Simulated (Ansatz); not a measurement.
`[NH2][In]([Br])[Br]`. The species carries charge 0 and has multiplicity 1. In takes the def2 core potential. The geometry is a stationary point of PBE0-D4/def2-TZVP. It is one conformer, not always the lowest.

```xyz
6

N    -0.178   -1.261    0.031
In    0.120    0.710   -0.151
Br   -1.736    2.212   -0.697
Br    2.381    1.648   -0.068
H     0.516   -1.765    0.566
H    -1.104   -1.543    0.319
```

**Question.** What is the dipole moment at r2SCAN/def2-TZVPP? (Estimate.)

**Answer.** The calculation gave: 2.66 D, with components (-0.51, -2.26, 1.31) D in this frame, pointing from negative to positive charge.

**Question.** And with PBE, B3LYP, ωB97M-V? (Best estimate.)

**Answer.** Computed: PBE 2.59 D, B3LYP 2.59 D, ωB97M-V 2.58 D.

**Question.** Give the Mulliken charges with r2SCAN, B3LYP, PBE in def2-TZVPP. (Estimate.)

**Answer.** The calculation gave: 
| atom | r2SCAN | B3LYP | PBE |
| --- | --- | --- | --- |
| N1 | -0.49 | -0.45 | -0.43 |
| In2 | 0.83 | 0.82 | 0.75 |
| Br3 | -0.33 | -0.33 | -0.32 |
| Br4 | -0.33 | -0.33 | -0.32 |
| H5 | 0.16 | 0.14 | 0.16 |
| H6 | 0.16 | 0.14 | 0.16 |

B3LYP here is the variant with VWN-RPA as its local correlation; programs differ in this.
